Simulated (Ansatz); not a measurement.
C$_{6}$H$_{13}$BO$_{2}$, charge +1, doublet, geometry from GFN2-xTB (a state made from the parent by changing its charge; the spin is typed, not shown lowest); PBE0/STO-3G in Ansatz (a quantum-chemistry and plane-wave program).

The Ansatz input:
Ansatz 0.2 input:
```yaml
crystal:
  periodic: [false, false, false]
  atoms:
    - {symbol: C, position_ang: [-1.72969277, -0.04080963, 0.91568295]}
    - {symbol: C, position_ang: [-0.77626925, -0.14906699, -0.29952640]}
    - {symbol: C, position_ang: [-1.17041749, -1.30441677, -1.18094652]}
    - {symbol: O, position_ang: [-0.74828285, 1.05022552, -0.97668833]}
    - {symbol: B, position_ang: [0.21566696, 1.87872518, -0.47685827]}
    - {symbol: O, position_ang: [1.00655457, 1.19963970, 0.40562724]}
    - {symbol: C, position_ang: [0.74172185, -0.15188344, 0.37591368]}
    - {symbol: C, position_ang: [0.92774225, -0.80958379, 1.71752242]}
    - {symbol: C, position_ang: [1.62917612, -0.83481442, -0.69343194]}
    - {symbol: H, position_ang: [-2.71646651, 0.18308109, 0.50925777]}
    - {symbol: H, position_ang: [-1.43809812, 0.77572084, 1.57122338]}
    - {symbol: H, position_ang: [-1.76675386, -0.97679102, 1.46323278]}
    - {symbol: H, position_ang: [-2.21689995, -1.19119111, -1.47039829]}
    - {symbol: H, position_ang: [-0.60259359, -1.32287425, -2.10774338]}
    - {symbol: H, position_ang: [-1.07303042, -2.25008196, -0.65470317]}
    - {symbol: H, position_ang: [0.34354091, 2.99266504, -0.75959864]}
    - {symbol: H, position_ang: [0.41999245, -0.26780681, 2.51149026]}
    - {symbol: H, position_ang: [1.98840654, -0.79926831, 1.97561696]}
    - {symbol: H, position_ang: [0.60280030, -1.84620237, 1.69442261]}
    - {symbol: H, position_ang: [1.48322898, -0.38257540, -1.67101161]}
    - {symbol: H, position_ang: [2.66149540, -0.66194728, -0.38771189]}
    - {symbol: H, position_ang: [1.43630502, -1.90182591, -0.73258185]}
basis:
  gaussian:
    orbitals: STO-3G
hamiltonian:
  xc: pbe0
total_charge: 1
magnetization: {spin_polarized: true, initial_magnetization: 1}
accuracy: high
```

Question: What does Ansatz print? Leave out banner, timings and long lists.

Answer: 
```
Functional definition: PBE0
1512 factors; integrals over basis functions are off by at most 2.4e-9 eV
mean field evaluation 1: about -11045.8490 eV, gradient 1.6e1 eV
mean field evaluation 2: about -11045.1388 eV, gradient 2.2e1 eV
mean field evaluation 4: about -11047.5267 eV, gradient 1.5e0 eV
mean field evaluation 8: about -11047.5036 eV, gradient 4.7e-2 eV
mean field evaluation 16: about -11047.5037 eV, gradient 2.7e-4 eV
mean field -11047.50365367 eV, -405.9882710054 hartree, gradient 8.2e-8 eV, S^2 0.765661; 0 other end points of the search recorded, 0 dependent functions left out
reference -11047.50365618 eV, -405.9882710976 hartree; 35, 34 occupied and 23, 24 virtual orbitals, 1512 factors
Total energy: -11047.50365618 eV, -405.9882710976 hartree
```
